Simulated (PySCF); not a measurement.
Ca (SMILES [Ca]), singlet; DF-PBE0/cc-pVTZ run with PySCF.

Here is a job for PySCF.
```python
from pyscf import gto, scf, dft

mol = gto.Mole()
mol.atom = '''
    Ca    0.000000    0.000000    0.000000
'''
mol.basis = 'cc-pvtz'
mol.charge = 0
mol.spin = 0
mol.verbose = 4
mol.build()

mf = dft.RKS(mol)
mf.xc = 'pbe0'
mf = mf.density_fit(auxbasis='def2-universal-jkfit')
mf.kernel()
```

Write the output that PySCF gives for this input, abridged.


```
PySCF version 2.14.0

[INPUT] verbose = 4
[INPUT] num. atoms = 1
[INPUT] num. electrons = 20
[INPUT] charge = 0
[INPUT] spin (= nelec alpha-beta = 2S) = 0
[INPUT] symmetry False subgroup None
[INPUT] Mole.unit = angstrom
[INPUT] Symbol           X                Y                Z      unit          X                Y                Z       unit  Magmom
[INPUT]  1 Ca     0.000000000000   0.000000000000   0.000000000000 AA    0.000000000000   0.000000000000   0.000000000000 Bohr   0.0

nuclear repulsion = 0
number of shells = 10
number of NR pGTOs = 99
number of NR cGTOs = 43
basis = cc-pvtz
ecp = {}

******** <class 'pyscf.df.df_jk.DFRKS'> ********
method = DFRKS
initial guess = minao
damping factor = 0
level_shift factor = 0
DIIS = <class 'pyscf.scf.diis.CDIIS'>
diis_start_cycle = 1
diis_space = 8
diis_damp = 0
SCF conv_tol = 1e-09
SCF conv_tol_grad = None
SCF max_cycles = 50
direct_scf = False
XC library pyscf.dft.libxc version 7.1.2
    S. Lehtola, C. Steigemann, M. J. T. Oliveira, and M. A. L. Marques,  SoftwareX 7, 1–5 (2018)
XC functionals = pbe0
    C. Adamo and V. Barone,  J. Chem. Phys. 110, 6158 (1999)
    M. Ernzerhof and G. E. Scuseria,  J. Chem. Phys. 110, 5029 (1999)
radial grids:
    Treutler-Ahlrichs [JCP 102, 346 (1995); DOI:10.1063/1.469408] (M4) radial grids

becke partition: Becke, JCP 88, 2547 (1988); DOI:10.1063/1.454033
pruning grids: <function nwchem_prune>
grids dens level: 3
symmetrized grids: False
atomic radii adjust function: <function treutler_atomic_radii_adjust>
small_rho_cutoff = 0
Set gradient conv threshold to 3.16228e-05
Initial guess from minao.
tot grids = 20424
******** <class 'pyscf.df.df.DF'> ********
auxbasis = def2-universal-jkfit
init E= -677.353256371327
  HOMO = -0.159061500144769  LUMO = -0.0363543131614603  gap/eV = 3.33903
cycle= 1 E= -677.387322152111  delta_E= -0.0341  |g|= 0.00767  |ddm|= 0.246
  HOMO = -0.158756193607699  LUMO = -0.0358763130718737  gap/eV = 3.34373
cycle= 2 E= -677.387331104223  delta_E= -8.95e-06  |g|= 0.00248  |ddm|= 0.0315
  HOMO = -0.1584734742532  LUMO = -0.0356858579875424  gap/eV = 3.34122
cycle= 3 E= -677.387332477047  delta_E= -1.37e-06  |g|= 0.000171  |ddm|= 0.00646
  HOMO = -0.158490209266245  LUMO = -0.0356947689714902  gap/eV = 3.34143
cycle= 4 E= -677.387332484831  delta_E= -7.78e-09  |g|= 6.09e-06  |ddm|= 0.000801
  HOMO = -0.158488266569016  LUMO = -0.0356931045111105  gap/eV = 3.34143
cycle= 5 E= -677.387332484844  delta_E= -1.27e-11  |g|= 9.28e-08  |ddm|= 3.61e-05
  HOMO = -0.158488282569891  LUMO = -0.0356931232613768  gap/eV = 3.34143
Extra cycle  E= -677.387332484844  delta_E= -5.68e-13  |g|= 1.49e-08  |ddm|= 1.34e-06
converged SCF energy = -677.387332484844
```
